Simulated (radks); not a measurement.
Radial electron density D(r) = 4 pi r^2 rho(r) of an atom or ion with 57 electrons. Method: Dirac Kohn-Sham, PBE, spin-unpolarised, spherical densities, finite nucleus; Fermi nuclear charge, rms radius of each element as measured or else 0.836 A^(1/3) + 0.57 fm; computed with a radial shooting solver on a logarithmic mesh with Libxc functionals.

```
   r/bohr * D(r) (the largest magnitude, 99.7, reaches the edge; | marks zero)
 0.002836 |       *
 0.003276 |         *
 0.003813 |            *
 0.004404 |              *
 0.005127 |                  *
 0.005921 |                     *
 0.006893 |                         *
 0.007961 |                             *
 0.009268 |                                 *
   0.0107 |                                    *
  0.01246 |                                       *
  0.01439 |                                         *
  0.01675 |                                          *
  0.01935 |                                          *
  0.02252 |                                        *
  0.02601 |                                      *
  0.03028 |                                     *
  0.03497 |                                     *
  0.04071 |                                      *
  0.04702 |                                          *
  0.05474 |                                               *
  0.06321 |                                                    *
  0.07359 |                                                      *
  0.08499 |                                                     *
  0.09894 |                                                 *
   0.1143 |                                           *
    0.133 |                                        *
   0.1536 |                                        *
   0.1788 |                                            *
   0.2065 |                                              *
   0.2405 |                                             *
   0.2777 |                                     *
   0.3233 |                           *
   0.3734 |                   *
   0.4346 |                *
    0.502 |                  *
   0.5844 |                   *
   0.6749 |                  *
   0.7857 |              *
   0.9074 |          *
    1.056 |      *
     1.22 |    *
     1.42 |    *
     1.64 |   *
    1.909 |  *
    2.205 | *
    2.567 |*
    2.965 |*
    3.451 *
    3.986 *
     4.64 *
    5.359 *
    6.239 *
    7.205 *
    8.388 *
    9.687 *
```

What is the nuclear charge?

Answer. Z = 58. The innermost maximum, from 1s, lies near gamma/Z bohr with gamma = sqrt(1 - (Z/c)^2) = 0.906, here 0.0156 bohr (found: 0.0172), and its height grows with Z. The density is that of the cerium ion Ce+ in [Xe] 4f3; the configuration itself is not fixed sharply by these data, and Z only to a few units. D(r) has 4 maxima, at r = 0.0172, 0.0760, 0.213, 0.599 bohr, and minima at 0.0333, 0.141, 0.435 bohr, inside which lie 2.02, 11.17, 29.02 electrons.
